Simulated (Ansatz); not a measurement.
Geometry optimisation, RKS PBE0-D4/def2-SVP in Ansatz.

Input:

```yaml
crystal:
  periodic: [false, false, false]
  atoms:
    - { symbol: Sn, position_ang: [0.0, 0.0, 0.0] }
    - { symbol: H, position_ang: [0.0, 0.0, 1.74] }
    - { symbol: H, position_ang: [1.6408, 0.0, -0.5794] }
    - { symbol: O, position_ang: [-0.9232, 1.5994, -0.6527] }
    - { symbol: H, position_ang: [-1.881, 1.3686, -0.8751] }
    - { symbol: O, position_ang: [-0.9232, -1.5994, -0.6527] }
    - { symbol: H, position_ang: [-1.3778, -2.065, 0.1197] }
basis:
  gaussian: { orbitals: def2-SVP }
hamiltonian:
  xc: pbe0
  dispersion: d4
relax:
  f_tol: 0.02
  max_steps: 40
output:
  orbitals: {}
```

Run as:

```bash
$ ansatz run input.yaml --threads 1 --pin off --max-ram 2048MiB --backend cpu --events-out ev --progress --plain --runs-dir out
```

Problem. Where does it end, and by what steps?

Solution. The forces met the threshold. The force dipped under the threshold on the way, but the program's further checks kept it going. After 17 steps the energy has fallen by 0.218 eV; H5 moved furthest, 0.59 Å.

| step | energy less start (eV) | largest force component (eV/Å) | accepted |
| --- | --- | --- | --- |
| 0 | 0.0000 | 2.253 | yes |
| 1 | -0.1332 | 0.678 | yes |
| 2 | -0.1613 | 0.198 | yes |
| 3 | -0.1639 | 0.195 | yes |
| 4 | -0.1670 | 0.251 | yes |
| 5 | -0.0431 | 2.313 | no |
| 6 | -0.1775 | 0.187 | yes |
| 7 | -0.1643 | 1.082 | no |
| 8 | -0.1849 | 0.160 | yes |
| 9 | -0.1906 | 0.232 | yes |
| 10 | -0.2015 | 0.131 | yes |
| 11 | -0.2104 | 0.209 | yes |
| 12 | -0.2048 | 0.362 | no |
| 13 | -0.2152 | 0.171 | yes |
| 14 | -0.2180 | 0.008 | yes |
| 15 | -0.2180 | 0.128 | no |
| 16 | -0.2181 | 0.055 | yes |
| 17 | -0.2182 | 0.001 | yes |

```xyz
7
Properties=species:S:1:pos:R:3
Sn 0.016 -0.030 0.124
H 0.145 0.052 1.824
H 1.441 0.097 -0.807
O -1.279 1.412 -0.301
H -1.441 1.491 -1.248
O -0.764 -1.752 -0.478
H -1.582 -1.966 -0.014
```

Time of the run: 49 s on 1 thread of Arm Neoverse V2, with other jobs on the host, peak memory 0.14 GiB.
